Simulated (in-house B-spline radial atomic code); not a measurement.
## Binding energies in Yb⁺

NIST's tabulated ground configuration is [Xe] 4f14 6s1; each binding energy is the energy of the ion with one electron taken from that subshell, relaxed, less that of the parent. Computed with a radial B-spline atomic code at the basis-set limit: Dirac-Kohn-Sham PBE, spherical fractional occupations, Fermi nucleus of rms radius 5.3108 fm. Energies include first-order Breit, QED and recoil terms.

```
subshell  X-ray name  binding energy (eV)  -ε (eV)  relaxation (eV)
      1s           K              61412.7  61156.8           -513.2
      2s          L1              10417.2  10361.2            -90.2
   2p1/2          L2               9968.2   9884.3           -116.8
   2p3/2          L3               8917.6   8837.3           -101.8
      3s          M1               2357.3   2340.5            -23.6
   3p1/2          M2               2149.1   2129.7            -25.6
   3p3/2          M3               1926.8   1907.5            -23.1
   3d3/2          M4               1574.6   1548.4            -28.5
   3d5/2          M5                 1526   1499.9            -27.6
      4s          N1                474.2    465.8             -9.9
   4p1/2          N2                389.1    380.5             -9.9
   4p3/2          N3                339.1    330.2             -9.6
   4d3/2          N4                198.9    189.8             -9.4
   4d5/2          N5                189.8    180.6             -9.3
      5s          O1                68.39    61.60            -7.00
   5p1/2          O2                   45    38.58            -6.55
   5p3/2          O3                38.67    32.49            -6.24
   4f5/2          N6                18.79    10.47            -8.24
   4f7/2          N7                17.45     9.16            -8.16
      6s          P1                12.22     9.27            -2.97
```

Relaxation = -ε minus the binding energy without Breit, QED and recoil terms. With a density functional, K lines can miss by some tenths of a per cent, more in light atoms. For a density functional the relaxation so defined is negative, because -ε of a Kohn-Sham level is smaller than the binding energy.

Emission lines follow as differences of binding energies, with λ = 12398.42 eV·Å / E:

```csv
line,holes,energy (eV),wavelength (Å)
K-L3,1s → 2p3/2,52495.1,0.23618
K-L2,1s → 2p1/2,51444.5,0.24101
K-M3,1s → 3p3/2,59485.9,0.20843
L3-M5,2p3/2 → 3d5/2,7391.6,1.6774
L2-M4,2p1/2 → 3d3/2,8393.6,1.4771
L1-M3,2s → 3p3/2,8490.4,1.4603
L3-M1,2p3/2 → 3s,6560.3,1.8899
L2-N4,2p1/2 → 4d3/2,9769.3,1.2691
M5-N7,3d5/2 → 4f7/2,1508.5,8.2188
M4-N6,3d3/2 → 4f5/2,1555.8,7.9691
```

(1) What screening constant σ does Moseley's law, E = (3/4)·13.6057 eV·(Z - σ)², need for K-L3?

Moseley's non-relativistic formula needs a falling, then negative, screening constant for heavy elements, because relativity binds the 1s electron more strongly than the formula allows.

(2) What does it cost to remove both a 2p1/2 and a 4d3/2 electron?

(3) What does it cost to remove both a 1s and a 5s electron?

(4) What does it cost to remove both a 1s and a 4d3/2 electron?

Results:

(1) σ = -1.72.

(2) 10194 eV, which is 27.11 eV more than the two single binding energies together.

(3) 61498 eV, which is 16.74 eV more than the two single binding energies together.

(4) 61639 eV, which is 27.1 eV more than the two single binding energies together.
